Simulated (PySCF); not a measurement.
Core-level binding energies of 4-methylene-2,5-cyclohexadiene-1-one

Species: 4-methylene-2,5-cyclohexadiene-1-one, C7H6O.
Geometry (PBE0-D3(BJ)/def2-SVP, Å), atoms numbered from 1 in this order:
```
atom  x, y, z in Å
C1     2.3703   -0.0796   -0.2511
C2     1.0288   -0.0224   -0.0946
C3     0.3163    1.2502   -0.0893
C4    -1.0206    1.3115    0.0666
C5    -1.8395    0.0961    0.2412
O6    -3.0494    0.1442    0.3831
C7    -1.1038   -1.1834    0.2335
C8     0.2334   -1.2327    0.0766
H9     2.9654    0.8282   -0.3789
H10    2.9009   -1.0351   -0.2543
H11    0.9058    2.1628   -0.2168
H12   -1.5621    2.2601    0.0720
H13   -1.7073   -2.0848    0.3620
H14    0.7602   -2.1914    0.0736
```

Method used: delta-SCF UKS SCAN, pcX-2 on the ionised atom, pcseg-1 elsewhere, spin-free X2C in PySCF 2.14.0. Binding energies are ΔSCF values: E(core-ionised, relaxed orbitals) − E(ground state) at a fixed geometry, referred to the vacuum level.

Problem. List the computed XPS lines with their assignment.

Solution. 
```json
{"atom(s)": "C1", "bonded to": "C (double bond) and 2 H", "level": "C 1s", "binding energy (eV)": "290.46", "above the level's lowest (eV)": "0.00", "count": "1"}
{"atom(s)": "C3/C8", "bonded to": "C (double bond), C and H", "level": "C 1s", "binding energy (eV)": "291.03", "above the level's lowest (eV)": "+0.57", "count": "2"}
{"atom(s)": "C4/C7", "bonded to": "C (double bond), C and H", "level": "C 1s", "binding energy (eV)": "290.50", "above the level's lowest (eV)": "+0.04", "count": "2"}
{"atom(s)": "C5", "bonded to": "O (double bond) and 2 C", "level": "C 1s", "binding energy (eV)": "292.65", "above the level's lowest (eV)": "+2.19", "count": "1"}
{"atom(s)": "O6", "bonded to": "C (double bond)", "level": "O 1s", "binding energy (eV)": "536.48", "above the level's lowest (eV)": "0.00", "count": "1"}
```

The listed C 1s values span 2.19 eV, from C1 (bonded to C (double bond) and 2 H) to C5 (bonded to O (double bond) and 2 C). The widest gap between neighbouring values is 1.62 eV, between 291.03 and 292.65 eV. The values 290.46 and 290.50 eV lie too close for their order to be trusted.

Problem. Which effective nuclear charge Zeff reproduces each element's mean 1s value in the hydrogen-like formula E = 13.606 eV × Zeff²?

Solution. C (Z = 6): mean 291.0 eV, Zeff = 4.62, Z − Zeff = 1.38; O (Z = 8): mean 536.5 eV, Zeff = 6.28, Z − Zeff = 1.72. Means run over the listed sites, weighted by atom count.

Problem. Which photon energy gives electrons from C 1s of C1 a kinetic energy of 150 eV, and what is their de Broglie wavelength?

Solution. hν = 290.46 + 150 = 440.46 eV, recoil neglected; λ = 12.264 Å/√(E/eV) = 1.00 Å.

The first atom of each set that the bonding makes equivalent was ionised and stands for the set. The list is incomplete; no value stands for C 1s of C2 (hole states with ⟨S²⟩ of 1 or more are left out). The unrestricted hole states depart most from a pure doublet (⟨S²⟩ = 0.75; over 0.85 named) for C 1s of C1 (0.88) and C 1s of C3/C8 (0.99), which makes these values less certain. Geometry: PBE0-D3(BJ)/def2-SVP; no solvent, vibrations or thermal averaging.
